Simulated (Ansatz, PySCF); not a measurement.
Reaction (SMILES): B[CH2] -> B[CH2-] (an electron is taken up)
Structures are relaxed separately at B3LYP-D3(BJ)/def2-TZVP in Ansatz (a first-principles code), one conformer each, not searched for the lowest. Frequencies are from Ansatz.

Property: adiabatic electron affinity (0 K, with B3LYP-D3(BJ) harmonic zero-point energies), positive where the reaction releases energy, in eV. Cores are frozen in the correlated levels unless marked. Open shells are spin-unrestricted. Spin-orbit coupling is left out. No relativistic terms. Anions need diffuse functions: aug- sets have them; def2-D sets add few; the other sets have none. CBS(X,Y): correlation extrapolated as X^-3; Hartree-Fock from the larger set.

CCSD(T)/CBS(def2-TZVPPD,def2-QZVPPD) (Ansatz) gives 1.92 eV.

Task: Another calculation gave 1.93 eV. Which level was it?
(A) BHLYP/def2-TZVPD (Ansatz)
(B) M06-2X/def2-TZVPD (PySCF)
(C) PBE/def2-TZVPD (Ansatz)
(D) SVWN5/def2-TZVPD (Ansatz)

Result: C, PBE/def2-TZVPD (Ansatz). The others give 1.75 (M06-2X), 1.49 (BHLYP), 2.29 (SVWN5) eV.
